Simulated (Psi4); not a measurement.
H3AlO3 (SMILES [OH][Al]([OH])[OH]), singlet, at a GFN2-xTB geometry (such geometries of metal compounds can be far from the true shape); CAM-B3LYP/aug-cc-pVDZ (Psi4).

Input for Psi4:
```
memory 2 GB

molecule {
0 1
  Al   -0.00000000   -0.00000000   -0.00000000
  O    -1.08597176   -1.25217867    0.07815260
  H    -1.93325027   -1.43797965   -0.30182312
  O    -0.33424217    1.33110871   -0.93264447
  H     0.10698534    2.14443421   -1.13414960
  O     1.42021393   -0.07893003    0.85449188
  H     1.82626493   -0.70645456    1.43597272
}

set basis aug-cc-pvdz

energy('cam-b3lyp')
print_variables()
```

Output, abridged:

```
Traceback (most recent call last):
  File "psi4", line 375, in <module>
  File "<string>", line 27, in <module>
  File "site-packages/psi4/driver/driver.py", line 533, in energy
  File "site-packages/psi4/driver/procrouting/proc.py", line 2760, in run_scf
  File "site-packages/psi4/driver/procrouting/proc.py", line 1934, in scf_helper
  File "site-packages/psi4/driver/p4util/python_helpers.py", line 229, in _core_wavefunction_build
  File "site-packages/psi4/driver/p4util/python_helpers.py", line 169, in _pybuild_basis
  File "site-packages/psi4/driver/qcdb/libmintsbasisset.py", line 722, in pyconstruct
  File "site-packages/psi4/driver/qcdb/libmintsbasisset.py", line 993, in construct
  File "site-packages/psi4/driver/qcdb/libmintsbasisset.py", line 136, in __init__
  File "site-packages/psi4/driver/qcdb/libmintsbasisset.py", line 423, in constructor_basisset_center
  File "site-packages/psi4/driver/qcdb/molecule.py", line 1239, in from_arrays
  File "site-packages/psi4/driver/qcdb/molecule.py", line 1738, in from_dict
  File "site-packages/psi4/driver/qcdb/molecule.py", line 1815, in _internal_from_dict
  File "site-packages/psi4/driver/qcdb/libmintsmolecule.py", line 1570, in update_geometry
  File "site-packages/psi4/driver/qcdb/libmintsmolecule.py", line 2423, in find_point_group
  File "site-packages/psi4/driver/qcdb/libmintsmolecule.py", line 2523, in find_highest_point_group
  File "site-packages/psi4/driver/qcdb/libmintspointgrp.py", line 1530, in __init__
  File "site-packages/psi4/driver/qcdb/libmintspointgrp.py", line 1573, in constructor_bits
  File "site-packages/psi4/driver/qcdb/libmintspointgrp.py", line 1755, in bits_to_basic_name

psi4.driver.qcdb.exceptions.ValidationError: Unrecognized point group bits: 115

Printing out the relevant lines from the Psithon --> Python processed input file:
      O     1.42021393   -0.07893003    0.85449188
      H     1.82626493   -0.70645456    1.43597272
    """)
    core.IO.set_default_namespace("")
    core.set_global_option("BASIS", "aug-cc-pvdz")
--> energy('cam-b3lyp')
    print_variables()

!-------------------------------------!
!                                     !
!  Unrecognized point group bits: 115 !
!                                     !
!-------------------------------------!

QcdbException: Unrecognized point group bits: 115
```

The program refused the input.
